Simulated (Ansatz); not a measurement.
Consider the ligand exchange at a Ge–C bond: `[CH3][Ge]([F])([SiH3])[Cl]` + H₂S → `[F][Ge]([SiH3])([SH])[Cl]` + CH₄.

Computed with Ansatz on PBE0-D4/def2-TZVP structures; ΔE is electronic, products minus reactants. CBS: MP2 limit from def2 TZ/QZ plus the TZ coupled-cluster correction, frozen cores. This one scheme is used for every species. For Ge outer-core shells are correlated without core-valence functions, which leaves a few kJ/mol of doubt a bond. Scalar relativity is left out up to krypton. One conformer a species, not always the lowest.

| species | HF/def2-QZVPP energy (Eh) |
| --- | --- |
| `[CH3][Ge]([F])([SiH3])[Cl]` | -2964.85884 |
| H₂S | -398.71944 |
| `[F][Ge]([SiH3])([SH])[Cl]` | -3323.38287 |
| CH₄ | -40.21664 |

**Question.** Work out ΔE.

**Answer.** ΔE = (-3323.38287) + (-40.21664) − (-2964.85884) − (-398.71944) = -0.02123 Eh = -55.7 kJ/mol. CCSD(T)/CBS gives -55.0 kJ/mol.

Largest T1 diagnostic among the species: 0.012.
